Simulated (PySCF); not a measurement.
Simulated absorption spectrum

C₆H₆ClF.
InChI=1S/C6H6ClF/c7-5-3-1-2-4-6(5)8/h1,3H,2,4H2

Method used: TDDFT wB97X-D/def2-SVPD, vertical, gas phase, core orbitals frozen in the response in PySCF 2.14.0, density-fitted response routines. One conformer (not necessarily the lowest) at the GFN2-xTB geometry, without solvent, vibrations or thermal averaging.

Broadening: Gaussians 0.25 eV wide at half height, area fixed by f = 4.319×10⁻⁹ ∫ε dν̃. The width is an assumption, not a result. The curve ends short of the highest state used, and states not computed would add to its high-energy end.

(λ (nm), ε (L mol⁻¹ cm⁻¹)): (175.4, 2410), (178.9, 5810), (182.5, 6606), (186.1, 1659), (189.7, 686), (193.3, 1752), (196.8, 1474), (200.4, 406), (204.0, 145), (207.6, 459), (211.2, 730), (214.8, 479), (218.3, 147), (221.9, 21), (225.5, 2), (229.1, 0), (232.7, 0), (236.2, 3), (239.8, 40), (243.4, 339), (247.0, 1657), (250.6, 4849), (254.1, 8755), (257.7, 10469), (261.3, 8389), (264.9, 4652), (268.5, 1839), (272.0, 554), (275.6, 121), (279.2, 20)

Problem. Locate the maxima and give the states behind the curve.

Solution. 257 nm (4.82 eV), ε about 10000, made up of S1 (100%); 211 nm (5.87 eV), ε about 730, made up of S2 (100%); 195 nm (6.37 eV), ε about 1900, made up of S3 (100%); 181 nm (6.85 eV), ε about 7600, made up of S4 (99%) (ε in L mol⁻¹ cm⁻¹; maxima over ε = 5, shares over 10%). At its high-energy end, 7.07 eV, the curve is still rising (ε about 2400, from S4, S5 and S6). The states used: S1 4.82 eV (f 0.097); S2 5.87 eV (f 0.0068); S3 6.37 eV (f 0.017); S4 6.85 eV (f 0.070); S5 7.05 eV (f 0.0028); S6 7.27 eV (f 0.061); S7 7.40 eV (f 0.139); S8 7.67 eV (f 0.0005).

Problem. What would ε be at 4.82 eV, the highest of these maxima, with half the width (0.125 eV)?

Solution. About 20900 L mol⁻¹ cm⁻¹ against 10500, a factor of about 1.99; a lone state at its own centre would give exactly 2.

Problem. On this curve, what absorbance would a 10⁻³ mol/L sample give at 222 nm over a 1 cm path?

Solution. 222 nm is 5.585 eV, where ε is about 20 L mol⁻¹ cm⁻¹, so A = ε c l ≈ 0.02 (Beer–Lambert, with the gas-phase spectrum and the assumed width).

Problem. Coming from long wavelengths, where does ε first pass 100 L mol⁻¹ cm⁻¹?

Solution. At about 276 nm (4.49 eV), 0.32 eV below S1.

Time: 47 s. Hardware: Arm Neoverse V1, one thread (shared host).
